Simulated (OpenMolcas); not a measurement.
Cr2+ (d4) among equal point charges was computed by CASSCF with the d shell active (OpenMolcas, ANO-RCC-VDZP on the metal). Its lowest spin-free states, and all those of the highest spin:

```
2S+1  Degeneracy  E (cm-1)
   5           1       0.0
   5           2      8393
   5           2     11661
   3           2     16683
   3           2     18228
   3           2     20083
   3           2     21930
   3           1     22437
   3           1     25038
   3           1     25130
   1           1     25417
   1           2     26383
```

**Question.** Is the site octahedral, tetrahedral or cube-like, axial, or of lower symmetry?

**Answer.** The states with 2S+1 = 5 have orbital degeneracies 1, 2, 2. There are pairs but no triples, so the site is axial: not cubic, but with a proper or improper axis of order three or more. The run had Cr2+ among 5 point charges of -2 e arranged as a trigonal bipyramid (D3h), 1.73 Å from the ion, with the axial distance 1.799 Å. The active orbitals were held to one l.

Without dynamic correlation the repulsion within the d shell is too large (B by tens of per cent), so at a given field states of lower spin stand too high. This is an electrostatic model: the charges have no orbitals. An unlabelled pair can be two single states that coincide in this model. No measured value stands beside these numbers.
